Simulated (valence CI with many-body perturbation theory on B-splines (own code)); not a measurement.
Results of a calculation; reference values are marked as such.
# Hyperfine factors and g values of Ir⁶⁴⁺

Method: relativistic CI+MBPT: three valence electrons over a frozen Dirac-Fock core [Ne], a basis of 11 s, 11 p, 10 d, 8 f, 5 g, 2 h functions for each j, with the one-electron correlation potential Σ1 (screened to all orders), the two-electron term Σ2, the three-electron term Σ3, Breit, model QED; selected single and double excitations, second order for the rest, scaled by the run's own slope (own B-spline code, finite nucleus).

The last digits are not significant, and no measured levels were compared; by estimate large intervals hold to a few tenths of a per cent, small ones and those within an open d or f shell to about a per cent.

A/g_I is the dipole constant over the nuclear g factor μ/I (μ in nuclear magnetons, uniformly magnetised nucleus), B/Q the quadrupole constant per barn. Both hold the static response of the core; the bare values leave it out. Large factors of s and p1/2 electrons are usually good to 5 to 10 %; those of open d and f shells near neutrality can be off by tens of per cent, and small factors of p3/2, d and f electrons come from cancelling terms and can be off by a factor of two or in sign, in half-filled shells by more. B is blank for J = 1/2, where it vanishes, and for nearly pure S terms. Energies count from the lowest level.

Levels are named by their leading jj configuration (3d3/2^4 stands for four electrons in 3d with j = 3/2), which in mixed levels can hold well under half, so a name can repeat and another be missing. Letters in brackets count levels of one name in rising energy.

```tsv
Level	E (eV)	g	A/g_I (MHz)	A/g_I bare	B/Q (MHz/b)	B/Q bare
(3s^2 3p1/2) J=1/2	0.0	0.645	2350000	2300000		
(3s 3p1/2^2) J=1/2	178.8	2.089	6990000	6850000		
(3s^2 3p3/2) J=3/2	439.8	1.319	255000	254000	508000	502000
(3s 3p1/2 3p3/2) J=3/2 [a]	586.3	1.622	1560000	1530000	413000	408000
(3s 3p1/2 3p3/2) J=5/2	605.6	1.331	2000000	1960000	424000	419000
(3s 3p1/2 3p3/2) J=3/2 [b]	627.2	0.969	196000	197000	238000	236000
(3s 3p1/2 3p3/2) J=1/2	638.1	1.269	-2640000	-2580000		
(3s^2 3d3/2) J=3/2	686.3	0.828	51800	56700	120000	121000
(3s^2 3d5/2) J=5/2	775.3	1.192	86900	89500	101000	103000
(3s 3p1/2 3d3/2) J=3/2 [a]	801.4	0.984	-27300	-21000	294000	292000
(3s 3p1/2 3d3/2) J=3/2 [b]	815.0	0.798	-150000	-142000	237000	235000
(3s 3p1/2 3d3/2) J=5/2	827.1	1.016	1930000	1890000	45400	48200
(3s 3p1/2 3d3/2) J=1/2	855.2	0.402	-2880000	-2820000		
(3s 3p1/2 3d3/2) J=3/2 [c]	863.0	1.276	1730000	1700000	96500	96200
(3s 3p1/2 3d5/2) J=5/2 [a]	925.8	1.348	661000	654000	98500	101000
(3s 3p1/2 3d5/2) J=7/2	941.1	1.234	1370000	1350000	35500	38900
(3s 3p1/2 3d5/2) J=5/2 [b]	951.8	1.033	-6500	-1230	110000	111000
(3s 3p1/2 3d5/2) J=3/2	956.6	1.109	-1630000	-1590000	55900	57500
(3p1/2^2 3d3/2) J=3/2	1026.4	0.775	139000	139000	86700	89200
(3s 3p3/2^2) J=5/2	1038.3	1.431	1610000	1580000	94800	93500
(3s 3p3/2^2) J=1/2	1077.8	1.929	7060000	6920000		
(3s 3p3/2^2) J=3/2	1085.2	1.189	-1100000	-1070000	-69700	-68900
(3p1/2^2 3d5/2) J=5/2	1141.2	1.189	46300	52500	79300	82100
(3p1/2 3p3/2^2) J=5/2	1234.3	1.175	935000	922000	37500	37300
(3p1/2 3p3/2^2) J=3/2	1239.8	1.422	-8980	940	9970	9780
(3p1/2 3p3/2^2) J=1/2	1257.8	0.791	3130000	3060000		
(3s 3p3/2 3d3/2) J=3/2 [a]	1267.1	1.277	721000	713000	1930	-45.2
(3s 3p3/2 3d3/2) J=1/2 [a]	1269.1	2.068	2390000	2350000		
(3s 3p3/2 3d3/2) J=5/2 [a]	1272.2	1.208	666000	659000	219000	215000
(3s 3p3/2 3d3/2) J=7/2	1274.6	1.220	1150000	1130000	552000	548000
(3s 3p3/2 3d3/2) J=3/2 [b]	1304.5	0.985	341000	339000	-264000	-261000
(3s 3p3/2 3d3/2) J=5/2 [b]	1317.4	0.964	-224000	-214000	298000	298000
(3s 3p3/2 3d3/2) J=1/2 [b]	1323.6	0.610	1490000	1460000		
(3s 3p3/2 3d5/2) J=9/2	1344.2	1.319	896000	883000	621000	617000
(3s 3p3/2 3d5/2) J=5/2 [a]	1367.9	1.340	1360000	1330000	-274000	-270000
(3s 3p3/2 3d5/2) J=7/2 [a]	1376.8	1.245	555000	549000	322000	321000
(3s 3p3/2 3d5/2) J=3/2 [a]	1380.6	1.143	-635000	-616000	-281000	-278000
(3s 3p3/2 3d5/2) J=7/2 [b]	1397.5	1.195	-72500	-65200	303000	303000
(3s 3p3/2 3d5/2) J=1/2	1406.8	0.718	-2180000	-2130000		
(3s 3p3/2 3d5/2) J=3/2 [b]	1418.4	1.298	1640000	1610000	157000	157000
```

Q: Take the isotope of mass number 191, with I = 3/2, μ = 0.1502 μN and Q = 0.816 b. What is the hyperfine structure of (3s^2 3p1/2) J=1/2?

A: From the table A = 235000 MHz. Shifts from the centre of gravity in MHz: F = 1: -294000, F = 2: 176000.
